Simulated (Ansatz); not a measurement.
Relaxation of BF2H3O (7 atoms, charge 0, multiplicity 1), to a largest force component of 0.03 eV/Å in at most 50 steps.

These are results of RKS B3LYP-D4/6-31G* (Ansatz 0.2.0), not measurements.

```xyz
7
Properties=species:S:1:pos:R:3
B -0.048 -0.248 0.122
O -0.048 -0.426 1.497
H -0.959 -0.516 1.821
H 0.984 -0.187 -0.457
F -1.209 -0.260 -0.533
F 0.082 2.207 0.675
H 0.299 1.751 1.458
```

Question: Where does it end, and by what steps?

Answer: The run converged. After 7 steps the energy has fallen by 0.048 eV; F6 moved furthest, 0.26 Å.

| step | energy less start (eV) | largest force component (eV/Å) | accepted |
| --- | --- | --- | --- |
| 0 | 0.0000 | 0.778 | yes |
| 1 | -0.0106 | 0.807 | yes |
| 2 | 0.0645 | 2.145 | no |
| 3 | -0.0384 | 0.310 | yes |
| 4 | -0.0429 | 0.252 | yes |
| 5 | -0.0477 | 0.065 | yes |
| 6 | -0.0460 | 0.180 | no |
| 7 | -0.0483 | 0.012 | yes |

```xyz
7
Properties=species:S:1:pos:R:3
B -0.060 -0.292 0.078
O -0.060 -0.252 1.446
H -0.954 -0.382 1.807
H 0.966 -0.191 -0.507
F -1.204 -0.493 -0.569
F 0.130 2.343 0.891
H 0.282 1.590 1.438
```

Whether the end is a true minimum wasn't checked by a vibrational analysis.

The run took 17 s on 1 thread of Arm Neoverse V1, with other jobs on the host, peak memory 0.13 GiB.
